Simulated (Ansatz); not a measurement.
System: LaCl$_{2}$ (charge 0, doublet). SMILES of the parent species: [Cl][La][Cl]
Geometry: optimised at B3LYP-D3(BJ)/def2-TZVP (Ansatz, a first-principles code).

Quantity: size of the dipole moment, in D. Conventions: no spin-orbit coupling; 6-31G* and kin with 6d, 5d where marked; open shells spin-unrestricted; no dispersion term unless named; def2 sets with scalar-relativistic core potentials past Kr; LANL2DZ with its own core potentials from Na on. Ab initio and DFT rows: single points at B3LYP-D3(BJ) geometries (Ansatz). The spin state of an ion or metal species was assumed, not searched.

| level | program | size of the dipole moment (D) |
|---|---|---|
| SVWN5/6-31G* with LANL2DZ past Ar | Ansatz | 4.86 |
| PBE/LANL2DZ | Ansatz | 5.75 |
| PBE/def2-SVP | Ansatz | 4.89 |
| B3LYP/LANL2DZ | Ansatz | 6.16 |
| B3LYP/6-31G* with LANL2DZ past Ar | Ansatz | 5.79 |
| PBE0/6-31G* with LANL2DZ past Ar | Ansatz | 6.35 |

No value to compare with is used here. The 6 habitual levels span 4.86 (SVWN5/6-31G* with LANL2DZ past Ar) to 6.35 D (PBE0/6-31G* with LANL2DZ past Ar).

The levels are drawn from those run, B3LYP/6-31G* more often than the rest, none by its result; runs whose electronic state is in doubt are left out.
